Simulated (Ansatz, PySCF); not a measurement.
bromine monochloride (BrCl), SMILES BrCl.

Coordinates come from a B3LYP-D3(BJ)/def2-TZVP optimisation.

Two levels are set side by side: PBE/def2-TZVPD (Ansatz, an electronic-structure program) and EOM-CCSD/aug-cc-pVDZ (PySCF). PBE by ΔSCF, the other level by its IP root; same geometry, the bases differ. Differences are taken from unrounded values.

```json
[
 {"quantity": "vertical ionisation energy (eV)", "EOM-CCSD": "10.90", "PBE": "10.75", "PBE minus EOM-CCSD": "-0.15"}
]
```

On these quantities the two levels nearly agree.
